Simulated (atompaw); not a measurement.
## cadmium (Cd): one change to a PAW (atompaw) potential, before and after

| Item | Value |
| --- | --- |
| Element | cadmium (Cd) |
| Generator | atompaw 4.2.0.5 |
| Type | PAW |
| Functional | LDA (PW92) |
| Relativity | scalar-relativistic |
| Frozen core | [Ar] 3d10 4s2 |
| Valence charge | 18 |
| Reference configuration | 4p6 4d10 5s1.75 5p0.25 |
| Partial waves | 5s (bound): rc 2.35 bohr; 5s channel at 1.35 Ry: rc 2.35 bohr; 4p (bound): rc 1.45 bohr; 5p (bound): rc 1.75 bohr; 4d (bound): rc 1.65 bohr; 4d channel at 0.8 Ry: rc 2.35 bohr |
| Local potential | bessel scheme, radius 2.10 bohr |
| Core correction | smooth core density matched at 1.95 bohr |
| Augmentation charge | sinc compensation charge, radius 1.75 bohr; PAW radius 2.35 bohr; waves and projectors: custom polynom vanderbiltortho |

Change: local potential troulliermartins scheme with l = 3 at 0 Ry, radius 2.10 bohr.

Cutoffs: the cutoffs (Ry, on a coarse ladder) from which the occupation-weighted sum of valence levels, in a spherical-Bessel basis at the reference potential, stays within 10 and 1 mRy of its value at 400 Ry; they do not see the model core or the augmentation charge, which bear on the density cutoff.

Question: What does the change do?

Answer: The potential gets neither clearly harder nor softer (60 Ry and 100 Ry → 60 Ry and 100 Ry); a bound ghost appears in s, which as a rule spoils a file; the range in which the d phases agree narrows (upper end at the end of the scan → 1.2). A state that the projectors do not describe sees the local part alone, so a deeper or shallower local part can create or remove a ghost.

| quantity | base | changed |
| --- | --- | --- |
| cutoff, loose | 60 Ry | 60 Ry |
| cutoff, tight | 100 Ry | 100 Ry |
| bound ghosts | none | s |
| s: phases at 2.37 bohr within 0.05 rad from the reference energy up to (Ry; the scan ends near 5) | 4.3 | to the end of the scan |
| p: phases at 2.37 bohr within 0.05 rad from the reference energy up to (Ry; the scan ends near 5) | to the end of the scan | to the end of the scan |
| d: phases at 2.37 bohr within 0.05 rad from the reference energy up to (Ry; the scan ends near 5) | to the end of the scan | 1.2 |
| lowest overlap eigenvalue by channel | s 0.23, p 0.29, d 0.52 | s 0.05, p 0.63, d 0.41 |

 A true bound ghost makes a file unfit for plane-wave use even where its test errors are small: the radial tests pick states by their node count and pass the ghost by. The cutoffs see the waves, projectors and local potential, not the compensation charge or the core.
